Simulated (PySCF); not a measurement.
Task: What does the PBE0-D3(BJ)/def2-SVP structure of `C=CB[NH][GeH3]` look like in three dimensions?

Result: 
Z-matrix in Å and degrees, rows numbered from 1:
```
C 
C   1  1.3416
B   2  1.5588  1  121.91
N   3  1.4050  2  122.42  1  -178.66
Ge  4  1.8551  3  127.69  2     0.17
H   1  1.0959  2  120.85  3    -0.13
H   1  1.0957  2  122.86  3   179.79
H   2  1.1002  1  116.87  3  -179.95
H   3  1.2156  2  119.19  1     1.36
H   4  1.0144  3  117.32  2  -179.82
H   5  1.5377  4  106.11  3   178.49
H   5  1.5374  4  109.97  3    59.04
H   5  1.5378  4  110.08  3   -62.06
```

N4 (boron-bound nitrogen) is planar (angles 127.7°, 117.3° and 115.0°, sum 360.0°, 0.00 Å off the plane of its three neighbours). The 5 heavy atoms lie in one plane (0.007 Å rms). B3 (three-coordinate boron) is planar (angles 122.4°, 119.2° and 118.4°, sum 360.0°, 0.00 Å off the plane of its three neighbours). Ge5 (germanium bonded to N and 3 H) is tetrahedral (angles from 106.1° to 110.4°).

Method: PySCF 2.14.0, PBE0-D3(BJ)/def2-SVP geometry optimisation, gas phase.

Point group: near Cs, missed by 0.08 Å at most; the miss may be what the optimiser left on a soft mode. PBE0-D3(BJ)/def2-SVP frequencies: not computed here. The numbers are those of one conformer (C1–C2–B3–N4 -179°, C2–B3–N4–Ge5 0°).

Hardware: one thread, Arm Neoverse V1 (aarch64), shared host with 64 logical CPUs at a one-minute load of 13. Cost: 51 s of wall time, 0.54 GiB resident at most. These figures are those of the optimisation.
